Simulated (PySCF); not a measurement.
C₃H₅ClOSi, SMILES [Si@H]1(C=COC1)Cl. The structure is a stationary point at PBE-D3(BJ)/def2-SVP. The structure was generated by enumeration; whether it is a known compound was not checked. The values are those of a single conformer.

Computed equilibrium geometry at PBE-D3(BJ)/def2-SVP (PySCF confirms it by a frequency run) as a Z-matrix (one conformer of several):
```
Si
H 1 1.4988
C 1 1.8413 2 119.06
C 3 1.3626 1 107.09 2 123.25
O 4 1.3513 3 122.94 1 -2.59
H 3 1.0971 4 120.86 5 -179.05
H 4 1.1038 5 111.08 3 -179.83
C 5 1.4510 4 113.02 7 177.65
H 8 1.1085 5 107.96 4 129.37
H 8 1.1113 9 107.99 5 -116.14
Cl 1 2.0966 2 105.15 8 123.87
```
Charge 0, spin multiplicity 1.
